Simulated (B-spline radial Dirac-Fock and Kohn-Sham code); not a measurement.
# f′ and f″ of Ag, 5.267 keV to 12 keV

Method: the dispersion relation over Dirac-Hartree-Slater subshell photoionisation cross sections, with the Kissel-Pratt high-energy constant (isolated atom, no bound-bound lines or fine structure). Computed with a radial atomic solver. The forward scattering factor is f₀ + f′ + i f″.

Edges near this range: L1 3806.0 eV.

```csv
hν (eV),λ (Å),f′ (e),f″ (e),tabulated f′,tabulated f″
5267,2.354,-0.957,8.683,-1.02,8.42
5414.7,2.290,-0.772,8.309,-0.83,8.06
6000,2.066,-0.282,7.047,-0.34,6.85
6403.9,1.936,-0.092,6.339,-0.14,6.18
6930.3,1.789,0.049,5.568,0.01,5.45
7568,1.638,0.119,4.811,0.08,4.71
8047.8,1.541,0.128,4.339,0.09,4.26
8591,1.443,0.111,3.886,0.08,3.82
9251.7,1.340,0.064,3.424,0.03,3.36
10600,1.170,?,?,?,?
10690,1.160,-0.084,2.669,-0.11,2.60
11620,1.067,-0.192,2.309,-0.22,2.24
12000,1.033,-0.237,2.182,-0.26,2.12
```

Problem. What are f′ and f″ at 10600 eV?

Solution. f′ = -0.073 and f″ = 2.709 electrons (tables: -0.10 and 2.64). By the optical theorem f″ corresponds to a photoabsorption cross section 2 rₑ λ f″ = 17900 b.

Tabulated f′: xraylib 4.2 anomalous scattering factors (Cullen et al., EPDL97); f″: Chantler's tables (J. Phys. Chem. Ref. Data 1995 and 2000). Both are theoretical tables.
